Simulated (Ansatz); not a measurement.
CH$_{2}$NO (SMILES [NH]C=O), doublet, geometry from GFN2-xTB, with bond 5-2 at 1.8 times its length; CASSCF(5,4)/def2-SVP (Ansatz, an electronic-structure program).

Input for Ansatz:
Ansatz 0.2 input:
```yaml
crystal:
  periodic: [false, false, false]
  atoms:
    - {symbol: N, position_ang: [0.85876907, -0.69413687, -0.06197452]}
    - {symbol: C, position_ang: [-0.35510368, -0.27907110, 0.06538706]}
    - {symbol: O, position_ang: [-0.53952934, 0.94315886, 0.00332220]}
    - {symbol: H, position_ang: [1.58298189, 0.00116414, -0.20418793]}
    - {symbol: H, position_ang: [-1.78143252, -1.60023371, 0.34208765]}
basis:
  gaussian:
    orbitals: def2-SVP
hamiltonian:
  xc: hf
correlation: {active_space: {window: {electrons: 5, orbitals: 4}}}
magnetization: {spin_polarized: false, initial_magnetization: 1}
```

Output, abridged:

```
Functional definition: HF
522 factors; integrals over basis functions are off by at most 1.3e-3 eV
mean field evaluation 1: about -4564.6676 eV, gradient 4.2e1 eV
mean field evaluation 2: about -4564.7535 eV, gradient 4.2e1 eV
mean field evaluation 4: about -4569.4117 eV, gradient 1.2e1 eV
mean field evaluation 8: about -4570.0665 eV, gradient 1.2e0 eV
mean field evaluation 16: about -4570.2947 eV, gradient 5.5e-1 eV
mean field evaluation 32: about -4571.0084 eV, gradient 4.8e-6 eV
mean field evaluation 64: about -4566.2149 eV, gradient 3.1e1 eV
mean field evaluation 96: about -4566.2149 eV, gradient 3.1e1 eV
mean field evaluation 128: about -4570.7795 eV, gradient 1.1e-3 eV
mean field -4571.00839492 eV, -167.9814601724 hartree, gradient 3.3e-6 eV, S^2 0.750000; 10 other end points of the search recorded, 0 dependent functions left out
reference -4571.00839492 eV, -167.9814601724 hartree; 12, 11 occupied and 40, 41 virtual orbitals, 522 factors
state -4572.49599881 eV, -168.0361286070 hartree
Total energy: -4572.49599881 eV, -168.0361286070 hartree
```
